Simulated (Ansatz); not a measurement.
A search over several starts for the lowest SCF solution of the cluster TaO3⁻ at the given spin, in a small basis.

```yaml
crystal:
  periodic: [false, false, false]
  atoms:
    - {symbol: Ta, position_ang: [0.414526, 0.146938, 0.684998]}
    - {symbol: O, position_ang: [-0.732882, -1.133672, -0.237070]}
    - {symbol: O, position_ang: [1.671005, 0.816972, -0.306392]}
    - {symbol: O, position_ang: [-1.352649, 0.169762, -0.141536]}
basis:
  gaussian: {orbitals: def2-SVP}
total_charge: -1
magnetization: {spin_polarized: true, initial_magnetization: 0}
hamiltonian: {xc: pbe0, dispersion: d4}
output: {orbitals: {seedname: orbitals}}
```

```sh
$ ansatz run in.yaml --threads 4 --pin off --events-out ev --progress --plain --max-ram 3916MiB
```

It prints (some lines left out):

```
Functional definition: PBE0
  name "PBE0"
  cite "Adamo & Barone, J. Chem. Phys. 110, 6158 (1999) doi:10.1063/1.478522"
  cite "Perdew, Burke & Ernzerhof, Phys. Rev. Lett. 77, 3865 (1996) doi:10.1103/PhysRevLett.77.3865"
  parent pbe
  parameter a = 0.25
  parameter kappa = 0.804
  parameter beta = 0.06672455060314922
  exchange = (1 - a)*pbe_x(kappa = kappa, mu = beta*pi^2/3) + a*exact_x
  correlation = pbe_c(beta = beta)
702 factors; integrals over basis functions are off by at most 7.1e-4 eV
mean field evaluation 1: about -7676.7945 eV, gradient 3.2e1 eV
mean field evaluation 2: about -7599.2070 eV, gradient 1.4e2 eV
mean field evaluation 4: about -7680.8928 eV, gradient 3.3e0 eV
mean field evaluation 8: about -7681.1030 eV, gradient 6.0e-1 eV
mean field evaluation 16: about -7681.1050 eV, gradient 7.0e-4 eV
mean field evaluation 32: about -7681.1062 eV, gradient 6.6e-2 eV
mean field evaluation 64: about -7681.1824 eV, gradient 7.2e-2 eV
mean field -7681.22187648 eV, -282.2796974415 hartree, gradient 1.8e-5 eV, S^2 0.584403; 7 other end points of the search recorded, 0 dependent functions left out
reference -7681.22190911 eV, -282.2796986404 hartree; 19, 19 occupied and 55, 55 virtual orbitals, 702 factors
Total energy: -7681.30262837 eV, -282.2826650187 hartree
```

Hardware: 4 threads of Arm Neoverse V1 on a shared host. Wall time 6.5 s.

Other converged states that the search met: 0.12 eV higher (⟨S²⟩ = 0.00).

In the def2 sets Ta takes a core potential; there is no spin–orbit coupling. The structure holds one bond between oxygen atoms, so isomers without such links may lie far lower. The unrestricted singlet has broken spin symmetry (⟨S²⟩ up to 0.58). The structure comes from a short search, and lower isomers may exist.
